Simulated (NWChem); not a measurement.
System: SnH₂S₂, singlet; SMILES [SH][Sn][SH]

NWChem input:

```
start job
memory heap 200 mb stack 900 mb global 1100 mb
geometry units angstroms noautosym nocenter noautoz
  Sn     0.000000     0.000000     0.680252
  S      1.758854     0.004258    -1.025150
  H      2.750246     0.006756    -0.105699
  S     -1.758854    -0.004258    -1.025150
  H     -2.750246    -0.006756    -0.105699
end
basis spherical
  * library def2-svpd
end
ecp
  Sn library def2-ecp
end
dft
  xc xcamb88 1.00 lyp 0.81 vwn_5 0.19 hfexch 1.00
  cam 0.33 cam_alpha 0.19 cam_beta 0.46
  iterations 150
end
property
  response 1 0.0
end
task dft property
```

Excerpt of the output:

```
             Northwest Computational Chemistry Package (NWChem) 7.3.0
             --------------------------------------------------------

                             Geometry "geometry" -> ""
                             -------------------------

 Output coordinates in angstroms (scale by  1.889725989 to convert to a.u.)

  No.       Tag          Charge          X              Y              Z
 ---- ---------------- ---------- -------------- -------------- --------------
    1 Sn                  50.0000     0.00000000     0.00000000     0.68025200
    2 S                   16.0000     1.75885400     0.00425800    -1.02515000
    3 H                    1.0000     2.75024600     0.00675600    -0.10569900
    4 S                   16.0000    -1.75885400    -0.00425800    -1.02515000
    5 H                    1.0000    -2.75024600    -0.00675600    -0.10569900

 Effective nuclear repulsion energy (a.u.)     418.9106914126

                                 NWChem DFT Module
                                 -----------------

 Summary of "ao basis" -> "ao basis" (spherical)
 ------------------------------------------------------------------------------
       Tag                 Description            Shells   Functions and Types
 ---------------- ------------------------------  ------  ---------------------
 Sn                        def2-svpd                12       32   5s4p3d
 S                         def2-svpd                11       27   5s4p2d
 H                         def2-svpd                 4        8   2s2p

            General Information
            -------------------
          SCF calculation type: DFT
          Wavefunction type:  closed shell.
          No. of atoms     :     5
          No. of electrons :    56
           Alpha electrons :    28
            Beta electrons :    28
          Charge           :     0
          Spin multiplicity:     1
          Use of symmetry is: off; symmetry adaption is: off
          Maximum number of iterations: 150
          AO basis - number of functions:   102
                     number of shells:    42
          Convergence on energy requested:  1.00D-06
          Convergence on density requested:  1.00D-05
          Convergence on gradient requested:  5.00D-04

              XC Information
              --------------
                     Hartree-Fock (Exact) Exchange  1.000
                   CAM-Becke88 Exchange Functional  1.000
                      VWN V Correlation Functional  0.190 local
              Lee-Yang-Parr Correlation Functional  0.810

           Range-Separation Parameters
           ---------------------------
           Alpha           :  0.19
           Beta            :  0.46
           Gamma           :  0.33
           Short-Range HF  :     F

             Grid Information
             ----------------
          Grid used for XC integration:  medium
          Radial quadrature: Mura-Knowles
          Angular quadrature: Lebedev.
          Tag              B.-S. Rad. Rad. Pts. Rad. Cut. Ang. Pts.
          ---              ---------- --------- --------- ---------
          Sn                  1.45      123          12.0       590
          S                   1.00       88          13.0       590
          H                   0.35       45          14.0       434
          Grid pruning is: on
          Number of quadrature shells:   389
          Spatial weights used:  Erf1

      Superposition of Atomic Density Guess
      -------------------------------------

 Sum of atomic energies:       -1044.79465054

      Non-variational initial energy
      ------------------------------

 Total energy =   -1009.427530
 1-e energy   =   -1904.346308
 2-e energy   =     679.904360
 HOMO         =      -0.253112
 LUMO         =      -0.045219

   convergence    iter        energy       DeltaE   RMS-Dens  Diis-err
 ---------------- ----- ----------------- --------- --------- ---------
 d= 0,ls=0.0,diis     1  -1011.6540901210 -1.23D+03  1.30D-02  3.95D-01
 d= 0,ls=0.0,diis     2  -1011.6698067873 -1.57D-02  5.83D-03  2.59D-01
 d= 0,ls=0.0,diis     3  -1011.7141968835 -4.44D-02  1.45D-03  1.55D-02
 d= 0,ls=0.0,diis     4  -1011.7167003246 -2.50D-03  1.73D-04  2.82D-04
 d= 0,ls=0.0,diis     5  -1011.7167512880 -5.10D-05  6.49D-05  9.04D-06
  Resetting Diis
 d= 0,ls=0.0,diis     6  -1011.7167550143 -3.73D-06  1.65D-05  5.46D-07
 d= 0,ls=0.0,diis     7  -1011.7167552766 -2.62D-07  4.83D-06  7.28D-08

         Total DFT energy =    -1011.716755276598
      One electron energy =    -1906.166157314646
           Coulomb energy =      749.566375776986
    Exchange-Corr. energy =      -70.131391681896
 Nuclear repulsion energy =      215.014417942959

 Numeric. integr. density =       56.000011230209

                       DFT Final Molecular Orbital Analysis
                       ------------------------------------

 Vector   26  Occ=2.000000D+00  E=-3.435138D-01
              MO Center= -1.5D-07, -2.6D-09, -7.7D-01, r^2= 4.5D+00
   Bfn.  Coefficient  Atom+Function         Bfn.  Coefficient  Atom+Function
  ----- ------------  ---------------      ----- ------------  ---------------
    45      0.378400  2 S  py                80      0.378400  4 S  py
    42      0.291501  2 S  py                77      0.291501  4 S  py
    13      0.195764  1 Sn py                39      0.164917  2 S  py
    74      0.164917  4 S  py                16      0.080887  1 Sn py
    10     -0.064127  1 Sn py                 7     -0.060701  1 Sn py

 Vector   27  Occ=2.000000D+00  E=-3.145977D-01
              MO Center=  1.4D-07,  4.7D-10, -9.4D-01, r^2= 4.7D+00
   Bfn.  Coefficient  Atom+Function         Bfn.  Coefficient  Atom+Function
  ----- ------------  ---------------      ----- ------------  ---------------
    45      0.430351  2 S  py                80     -0.430351  4 S  py
    42      0.324310  2 S  py                77     -0.324310  4 S  py
    39      0.182737  2 S  py                74     -0.182737  4 S  py
    48      0.087580  2 S  py                83     -0.087580  4 S  py
    18     -0.059203  1 Sn d -2              23      0.038785  1 Sn d -2

 Vector   28  Occ=2.000000D+00  E=-3.068443D-01
              MO Center=  6.6D-08,  3.6D-09,  9.4D-02, r^2= 5.1D+00
   Bfn.  Coefficient  Atom+Function         Bfn.  Coefficient  Atom+Function
  ----- ------------  ---------------      ----- ------------  ---------------
     3      0.406518  1 Sn s                 14      0.339856  1 Sn pz
     4      0.298291  1 Sn s                 46     -0.277702  2 S  pz
    81     -0.277701  4 S  pz                43     -0.205977  2 S  pz
    78     -0.205977  4 S  pz                44      0.182682  2 S  px
    79     -0.182682  4 S  px                17      0.161344  1 Sn pz

 Vector   29  Occ=0.000000D+00  E=-6.201600D-02
              MO Center=  1.5D-08,  5.0D-09,  5.8D-01, r^2= 4.3D+00
   Bfn.  Coefficient  Atom+Function         Bfn.  Coefficient  Atom+Function
  ----- ------------  ---------------      ----- ------------  ---------------
    16      0.556940  1 Sn py                13      0.511365  1 Sn py
    45     -0.213733  2 S  py                80     -0.213733  4 S  py
    10     -0.164474  1 Sn py                 7     -0.153095  1 Sn py
    42     -0.144396  2 S  py                77     -0.144396  4 S  py
    29      0.118542  1 Sn d -1              39     -0.079247  2 S  py

 Vector   30  Occ=0.000000D+00  E=-3.393717D-03
              MO Center= -3.7D-08,  2.2D-09,  7.0D-01, r^2= 7.9D+00
   Bfn.  Coefficient  Atom+Function         Bfn.  Coefficient  Atom+Function
  ----- ------------  ---------------      ----- ------------  ---------------
    37      0.521942  2 S  s                 72     -0.521942  4 S  s
    12      0.400015  1 Sn px                31     -0.348161  1 Sn d  1
    15      0.292123  1 Sn px                61     -0.172131  3 H  s
    96      0.172131  5 H  s                 46     -0.168005  2 S  pz
    81      0.168005  4 S  pz                47      0.162469  2 S  px

 Vector   31  Occ=0.000000D+00  E= 1.300478D-02
              MO Center=  1.9D-08, -7.2D-09,  1.3D+00, r^2= 8.9D+00
   Bfn.  Coefficient  Atom+Function         Bfn.  Coefficient  Atom+Function
  ----- ------------  ---------------      ----- ------------  ---------------
     5      2.616936  1 Sn s                  4     -1.139117  1 Sn s
    37     -0.789156  2 S  s                 72     -0.789156  4 S  s
     3     -0.388849  1 Sn s                 14      0.284147  1 Sn pz
    32      0.238349  1 Sn d  2              44     -0.205674  2 S  px
    79      0.205674  4 S  px                30      0.187442  1 Sn d  0

     Multipole analysis of the density
     ---------------------------------

     L   x y z        total         alpha         beta         nuclear
     -   - - -        -----         -----         ----         -------
     0   0 0 0      0.000000    -28.000000    -28.000000     56.000000

     1   1 0 0      0.000000      0.000000      0.000000      0.000000
     1   0 1 0      0.000000      0.000000      0.000000      0.000000
     1   0 0 1      1.283632     17.697211     17.697211    -34.110790

[...]

 DFT Linear Response polarizability / au
 Frequency  =       0.0000000 / au
              X              Y              Z
 -----------------------------------------------
 X     115.8212748      0.1203066     -0.0000003
 Y       0.1203066     66.2768549      0.0000001
 Z      -0.0000003      0.0000001     91.5810249
 -----------------------------------------------
 Eigenvalues =     115.8215669     66.2765628     91.5810249
 Isotropic   =      91.2263849
 Anisotropic =      42.9105296
 -----------------------------------------------

 Magnetic Dipole Response Matrix (nonzero elements):

 Exiting AOResponse driver routine
```

Level: CAM-B3LYP/def2-SVPD with def2 effective core potentials on Sn. Low-valent species are run as closed-shell singlets; no triplet was tried in these runs. The geometry was optimised at PBE0/def2-SVP. No frequency run checked for a minimum. def2 effective core potentials on Sn; no spin-orbit coupling.
